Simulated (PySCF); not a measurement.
Cd(SeH)(SiH3) (CdH4SeSi), SMILES [SiH3][Cd][SeH].

Coordinates come from a B3LYP-D3(BJ)/def2-SVP optimisation. The def2 effective core potentials stand for the cores of Cd; spin–orbit coupling is left out. The values are those of a single conformer.

Computed with B3LYP-D3(BJ)/def2-SVP run with PySCF.

Frequencies are harmonic and unscaled.

A small imaginary wavenumber (i) marks a very flat motion, where grid noise or a shallow saddle decides the sign.

Task: Give all harmonic wavenumbers and intensities. (Estimate from the structure and the level; the computed values follow.)

Result: 
```csv
mode,ν (cm⁻¹),IR (km/mol),Raman (Å⁴/amu),depolarisation,moving atoms (share of kinetic energy)
1,17i,3.3,2.1,0.75,H 99 %
2,65,2.1,0.1,0.75,"Cd 44 %, Si 31 %, Se 16 %, H 10 %"
3,65,2.9,0.3,0.72,"Cd 43 %, Si 31 %, Se 16 %, H 10 %"
4,207,9.1,40.5,0.26,"Se 57 %, Si 28 %, Cd 12 %"
5,307,13.8,12.6,0.20,"Si 50 %, Cd 38 %"
6,444,2.1,3.6,0.71,"H 90 %, Si 9 %"
7,452,3.9,2.2,0.73,"H 90 %, Si 9 %"
8,540,1.7,0.7,0.74,H 97 %
9,857,414.4,4.3,0.05,"H 91 %, Si 9 %"
10,947,42.2,26.2,0.75,H 97 %
11,948,42.7,26.5,0.75,H 97 %
12,2196,96.4,296.6,0.00,H 99 %
13,2208,90.4,168.6,0.73,H 96 %
14,2209,90.1,163.1,0.75,H 96 %
15,2392,18.7,161.1,0.32,H 99 %
```
